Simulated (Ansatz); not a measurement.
Reaction (ligand exchange at the Al–O bond): `C[O][Al]([F])[Cl]` + `N=C=O` → `O=C=[N][Al]([F])[Cl]` + CH₃OH

Program: Ansatz. Geometries: PBE0-D4/def2-TZVP. ΔE: electronic, gas phase. CCSD(T)/CBS is the MP2 limit (def2-TZVPP, def2-QZVPP) plus CCSD(T) − MP2 in def2-TZVPP, frozen cores. This one scheme is used for every species. DFT in def2-TZVPP. B3LYP here is the variant with VWN-RPA as its local correlation; programs differ in this. Each species was taken in one conformer, which may not be the lowest.

| level | ΔE (eV) |
| --- | --- |
| B3LYP-D4 | -0.05 |
| BHLYP-D4 | -0.10 |
| ωB97M-V | -0.06 |
| r2SCANh | -0.06 |
| BHLYP | -0.10 |
| HF/def2-TZVPP | -0.18 |
| MP2/def2-TZVPP | -0.08 |
| SCS-MP2/def2-QZVPP | -0.07 |

Q: What does CCSD(T)/CBS give? (An estimate is asked.)

A: Ansatz gave: -0.07 eV. The listed levels differ from it by 0.02, -0.03, 0.01, 0.01, -0.03, -0.11, -0.01, 0.00 eV.

Q: What do rigid-rotor, harmonic-oscillator terms from PBE0-D4/def2-TZVP frequencies (298.15 K, 1 bar) make of the CCSD(T)/CBS value? (Best estimate.)

A: Computed: ΔZPE = +0.04 eV, ΔH = -0.03 eV, ΔS = 6 J/(mol·K), ΔG = -0.05 eV. Modes under 50 cm⁻¹ make the entropy rough.

Largest T1 diagnostic among the species: 0.018.

At CCSD(T), def2-SVP lies −0.04 eV from the extrapolated value and def2-TZVPP −0.00 eV. From PBE to PBE0 (25 % exact exchange), in def2-TZVPP and without D4, ΔE moves by −0.05 eV.
